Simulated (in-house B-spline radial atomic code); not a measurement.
RPA and G0W0 on PBE: Ar VIII (Ar7+)

Configuration [Ne] 3s1, highest spin, mean-field start PBE. Computed with a B-spline radial code for spherical atoms: all electrons, scalar-relativistic (spin-free one-electron X2C), finite nucleus, each spin shell either full or empty, empty states to l = 9 with an (l + 1/2)⁻⁴ tail; G0W0 by contour deformation at full frequency.

Command:
```bash
python run_gw.py task.json out
```
Settings (radii: box in bohr, nucleus in fm):
```
Z                        18
electrons                11
configuration            [Ne] 3s1
hamiltonian              x2c
method                   pbe,pbe
lmax                     9
rms_radius               3.4274
spin_polarised           True
box_radius               8.41
intervals                67
ion_configuration        [He] 2s2 2p6
```

Run time, properties included: 1.9 s on 1 thread of Arm Neoverse V2, on a shared host.

Energies (hartree):

```tsv
term	value
mean-field total	-513.24963
Hartree-Fock functional on these orbitals	-512.99459
direct second order	-0.74173
second-order exchange	0.28451
SOSEX correction	0.26412
```

(1) What is the RPA correlation energy, and what remains with SOSEX?

Quasi-particle levels (eV):

```
  level  occupied  mean field  Σx - vxc     Σc  QP weight     G0W0
  3s up       yes     -135.86     -7.21      ?          ?        ?
2p down       yes     -368.34    -29.83   3.34      0.962  -394.83
  2p up       yes     -368.95    -30.02   3.44      0.960  -395.53
3s down        no     -131.56      9.88  -2.85      0.947  -124.53
```

G0W0 = mean field + (Σx - vxc) + Σc, with Σc (partial-wave tail included) taken at the quasi-particle energy. Only the outer levels were computed. Levels of low weight are left out.

(2) Where does G0W0 put 3s up?

(3) What does it cost to remove one electron (to [He] 2s2 2p6) by differences of total energies, each species on its own start (correlation terms add to the Hartree-Fock functional)?

Answers

(1) RPA gives -0.68204 hartree (-1.69 eV per electron); RPA + SOSEX gives -0.41792, and the second-order doubles -0.45723 hartree (no singles). SOSEX takes back 39 % of the RPA value.

(2) At -144.88 eV, with Σc = -1.81 eV and a quasi-particle weight of 0.973. The tabulated removal energy is 143.457 ± 0.0012 eV (NIST, semi-empirical); the calculation leaves out spin-orbit coupling, Breit and QED terms, and what these don't explain is the method's own error.

(3) PBE 144.42 eV, Hartree-Fock functional 142.92 eV, + RPA 144.46 eV, + RPA + SOSEX 143.42 eV, + second order 143.54 eV. Tabulated: 143.457 ± 0.0012 eV (NIST, semi-empirical); the calculation leaves out spin-orbit coupling, Breit and QED terms, and what these don't explain is the method's own error.
